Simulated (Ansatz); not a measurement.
A structure relaxed at PBE0-D4/def2-TZVP in Ansatz, charge 0, singlet:

```xyz
4

Ba    1.562    0.609    0.427
Ba   -1.562   -0.609   -0.427
O     0.328    0.122   -1.376
O    -0.328   -0.122    1.376
```

**Question.** Give its formula and point group.

**Answer.** the cluster Ba2O2. Point group D2h (tolerance 0.1 Å).

**Question.** Summarise the bond lengths by kind (pairs closer than 1.2 times the sum of covalent radii, bridged metal pairs left out).

**Answer.** 4 × Ba–O 2.24 Å.

In the def2 sets Ba takes a core potential; there is no spin–orbit coupling. The structure comes from a short search, and lower isomers may exist.
